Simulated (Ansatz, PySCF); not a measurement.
Process, species as SMILES: C/C=C\C(C)C + 4 C (CH4) → C=C (C2H4) + 4 CC (C2H6)
Geometries: B3LYP-D3(BJ)/def2-TZVP minima from Ansatz (an electronic-structure program), one conformer each, not searched for the lowest. Frequencies are from Ansatz or PySCF.
Geometry of the first species:
```
C
H 1 1.0922
C 1 1.5021 2 109.37
C 3 1.3308 1 128.21 2 -0.26
H 4 1.0866 3 117.34 1 -179.97
H 3 1.0884 4 117.53 5 0.00
C 4 1.4977 5 114.93 3 -179.97
H 7 1.0888 4 112.89 5 -179.99
H 7 1.0940 8 107.90 2 -122.54
H 7 1.0940 8 107.89 9 -114.74
C 1 1.5339 2 107.92 8 120.51
H 11 1.0910 1 111.12 2 -59.74
H 11 1.0923 12 108.36 1 -122.10
H 11 1.0932 12 107.84 13 -116.44
C 1 1.5340 2 107.92 8 -119.75
H 15 1.0910 1 111.12 2 59.72
H 15 1.0923 16 108.36 1 122.10
H 15 1.0932 16 107.83 17 116.45
```

Quantity: bond separation energy (0 K, with B3LYP-D3(BJ) harmonic zero-point energies), in kcal/mol. Cores are frozen in the correlated levels unless marked. No spin-orbit coupling. No relativistic terms. CBS marks a two-point X^-3 extrapolation of the correlation energy; Hartree-Fock from the larger set. [CCSD(T)-MP2]/basis is that difference in the basis named.

```json
[
 {"level": "revPBE/def2-TZVPD", "program": "Ansatz", "bond separation energy (kcal/mol)": "___"},
 {"level": "r2SCAN/def2-TZVPD", "program": "Ansatz", "bond separation energy (kcal/mol)": "17.4"},
 {"level": "B97M-V/def2-TZVPD", "program": "Ansatz", "bond separation energy (kcal/mol)": "18.7"},
 {"level": "SCS-MP2/cc-pVDZ", "program": "Ansatz", "bond separation energy (kcal/mol)": "15.8"},
 {"level": "RI-MP2/CBS(cc-pVTZ,cc-pVQZ)+[CCSD(T)-MP2]/cc-pVTZ", "program": "Ansatz", "bond separation energy (kcal/mol)": "17.3"}
]
```

Problem. Fill in the missing entries.

Solution. 
- revPBE/def2-TZVPD, bond separation energy (kcal/mol): 13.2
